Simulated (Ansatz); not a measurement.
Reactions of ClFGeH4SSi, SMILES `[F][Ge]([SiH3])([SH])[Cl]`.

Calculated with Ansatz (gas phase, PBE0-D4/def2-TZVP geometries, no zero-point term in ΔE). CCSD(T)/CBS is the MP2 limit (def2-TZVPP, def2-QZVPP) plus CCSD(T) − MP2 in def2-TZVPP, frozen cores. This one scheme is used for every species. Open shells (•) are unrestricted, without spin–orbit coupling. Elements past krypton have def2 core potentials. For Ge, Sn outer-core shells are correlated without core-valence functions, which leaves a few kJ/mol of doubt a bond. Scalar relativity is left out up to krypton. One conformer a species, not always the lowest.

Q: Order these by ΔE at CCSD(T)/CBS, lowest first. (Best estimate.)
A. `[F][Ge]([SiH3])([SH])[Cl]` + H₂ → `[F][GeH]([SH])[Cl]` + SiH₄
B. `[F][Ge]([SiH3])([SH])[Cl]` + CH₃OH → `C[O][Ge]([F])([SH])[Cl]` + SiH₄
C. `[F][Ge]([SiH3])([SH])[Cl]` + CH₄ → `[CH3][Ge]([F])([SiH3])[Cl]` + H₂S
D. `[F][Ge]([SiH3])([SH])[Cl]` + `C[S][Sn][OH]` → `C[S][Sn][O][SiH3]` + `[F][GeH]([SH])[Cl]`
E. `[F][Ge]([SiH3])([SH])[Cl]` → `[F][Ge]([SH])[Cl]`• + `[SiH3]`•
F. `[F][Ge]([SiH3])([SH])[Cl]` + H–F → `[F][Ge]([F])([SH])[Cl]` + SiH₄

A: D (-84.4 kJ/mol), F (-31.4 kJ/mol), B (-22.2 kJ/mol), A (+4.3 kJ/mol), C (+55.0 kJ/mol), E (+318.8 kJ/mol).

Largest T1 diagnostic: 0.016, for `C[S][Sn][OH]`.
